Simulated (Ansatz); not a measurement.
`C[S][Sn][S]C`, charge 0, multiplicity 1.

(1) Give a relaxed structure at PBE0-D4/def2-TZVP (Ansatz). (Estimate.)

Answers

(1) Ansatz gave: 
Z-matrix (Å, degrees):
```
C
S 1 1.816
H 1 1.090 2 107.2
H 1 1.089 2 111.4 3 -119.3
H 1 1.089 2 110.4 3 118.7
Sn 2 2.432 1 109.2 3 131.3
S 6 2.432 2 102.0 1 28.0
C 7 1.816 6 109.2 2 28.0
H 8 1.090 7 107.2 6 131.3
H 8 1.089 7 111.4 6 12.0
H 8 1.089 7 110.4 6 -110.1
```
Point group C2.
This is one stationary point; other conformers may exist.
